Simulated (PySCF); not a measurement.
Si(Me)(OH)(SeH)2 (CH₆OSe₂Si), SMILES C[Si](O)([SeH])[SeH].

Geometry optimised at PBE0-D3(BJ)/def2-SVP. Other conformers were not sampled.

Computed with PySCF with PBE0-D3(BJ)/def2-SVP.

Frequencies are harmonic and unscaled.

### Question
Give all harmonic wavenumbers and intensities. (An estimate is asked for; the answer gives what the named calculation found.)

### Answer

| mode | ν (cm⁻¹) | IR (km/mol) | moving atoms (share of kinetic energy) |
|---|---|---|---|
| 1 | 103 | 1.3 | Se 66 %, H 11 %, Si 8 % |
| 2 | 113 | 8.3 | H 65 %, C 15 %, Se 10 %, O 8 % |
| 3 | 148 | 0.2 | H 80 %, C 12 % |
| 4 | 162 | 7.1 | H 66 %, C 11 %, O 10 % |
| 5 | 184 | 1.9 | H 32 %, C 24 %, Se 17 %, O 14 %, Si 13 % |
| 6 | 200 | 0.2 | O 33 %, Se 24 %, H 24 %, C 14 % |
| 7 | 220 | 6.1 | H 51 %, O 24 %, Se 14 %, Si 9 % |
| 8 | 246 | 10.3 | H 62 %, O 21 %, Se 10 % |
| 9 | 308 | 99.2 | H 76 %, O 18 % |
| 10 | 344 | 21.1 | Si 38 %, Se 24 %, O 13 %, H 12 %, C 12 % |
| 11 | 450 | 117.2 | Si 72 %, Se 13 %, H 13 % |
| 12 | 631 | 2.8 | H 91 % |
| 13 | 654 | 8.8 | H 93 % |
| 14 | 730 | 42.6 | C 36 %, H 32 %, Si 31 % |
| 15 | 770 | 47.5 | H 65 %, O 19 %, C 14 % |
| 16 | 803 | 89.8 | H 70 %, C 19 %, Si 9 % |
| 17 | 850 | 287.2 | H 67 %, O 14 %, Si 12 %, C 8 % |
| 18 | 920 | 46.5 | Si 41 %, O 36 %, H 22 % |
| 19 | 1265 | 31.2 | H 77 %, C 23 % |
| 20 | 1420 | 3.7 | H 96 % |
| 21 | 1421 | 6.6 | H 96 % |
| 22 | 2458 | 7.1 | H 99 % |
| 23 | 2461 | 5.7 | H 99 % |
| 24 | 3063 | 0.1 | H 97 % |
| 25 | 3172 | 0.2 | H 91 %, C 9 % |
| 26 | 3183 | 0.1 | H 91 %, C 9 % |
| 27 | 3924 | 109.6 | H 94 % |
